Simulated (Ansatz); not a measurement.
Species: SiBr2 (charge -1, doublet). 
Geometry from a B3LYP-D3(BJ)/def2-TZVP (Ansatz, a first-principles code) optimisation:
```xyz
3

Si    -0.0019    -0.0105     1.3016
Br     1.0556    -1.5426    -0.2713
Br    -1.0549     1.5468    -0.2493
```
Charge -1, spin multiplicity 2.

Task: Give the harmonic wavenumbers at B3LYP-D3(BJ)/def2-TZVP (Ansatz, finite differences of forces, unscaled).

Result: 88, 268, 302 cm⁻¹. Zero-point energy 0.9 kcal/mol.

Task: From these and the geometry, give the ideal-gas thermochemistry at 298.15 K and 1 atm (rigid rotor, harmonic oscillator).

Result: Point group C2v, rotational symmetry number 2. Rotational constants 8.672, 0.9036, 0.8184 GHz. S(trans) 41.60, S(rot) 26.93, S(vib) 6.73, S(elec, spin only) 1.38, S 76.6 cal/(mol K). H(298) - H(0) 3.40 kcal/mol; G - E(el) -18.5 kcal/mol.
